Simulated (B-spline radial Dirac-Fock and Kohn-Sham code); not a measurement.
The H-like isoelectronic sequence (1 electrons), Z = 13 to 27

Model: Dirac-Fock (average of configuration) total-energy differences with a finite nucleus, the Breit interaction including its frequency dependence, and self-energy and vacuum-polarisation corrections. Program: a B-spline atomic structure program. Binding energies in eV, tabulated ground configurations (1s1 throughout). Electron correlation is not included.

| ion | outermost level | NIST ionisation energy |
| --- | --- | --- |
| Al¹²⁺ | 2304.2 (1s) | 2304.14 |
| Si¹³⁺ | 2673.2 (1s) | 2673.178 |
| P¹⁴⁺ | 3069.9 (1s) | 3069.842 |
| S¹⁵⁺ | ? | ? |
| Cl¹⁶⁺ | 3946.4 (1s) | 3946.292 |
| Ar¹⁷⁺ | 4426.3 (1s) | 4426.224 |
| K¹⁸⁺ | 4934.1 (1s) | 4934.05 |
| Ca¹⁹⁺ | 5469.9 (1s) | 5469.864 |
| Sc²⁰⁺ | 6033.8 (1s) | 6033.756 |
| Ti²¹⁺ | 6625.9 (1s) | 6625.81 |
| V²²⁺ | 7246.2 (1s) | 7246.126 |
| Cr²³⁺ | 7894.9 (1s) | 7894.803 |
| Mn²⁴⁺ | 8572.0 (1s) | 8571.954 |
| Fe²⁵⁺ | 9277.8 (1s) | 9277.689 |
| Co²⁶⁺ | 10012.2 (1s) | 10012.13 |

Task: Fill in the row of S¹⁵⁺.

Result: outermost 3494.2 (1s), NIST 3494.189 eV.

NIST's values are for the lowest levels; a dash marks a value that is missing or belongs to another shell. Their kind here: theoretical. 

Values without a named source are computed, but for edge energies of neutral atoms, which are taken from tables.
